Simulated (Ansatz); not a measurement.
Ansatz (an electronic-structure program) input:

Ansatz 0.2 input:
```yaml
crystal:
  periodic: [false, false, false]
  atoms:
    - {symbol: Ba, position_ang: [-0.01060137, 0.50276458, 0.12137069]}
    - {symbol: Cl, position_ang: [1.80171731, -0.38564381, -1.87680956]}
    - {symbol: Cl, position_ang: [-1.76679514, -1.27052188, 1.47700023]}
basis:
  gaussian:
    orbitals: def2-TZVPD
hamiltonian:
  xc: {name: B3LYP}
total_charge: -1
magnetization: {spin_polarized: true, initial_magnetization: 1}
output: {forces: true}
```

**Question.** Predict the final energy.

**Answer.** -946.18485 Eh (B3LYP/def2-TZVPD). The basis has 132 functions.
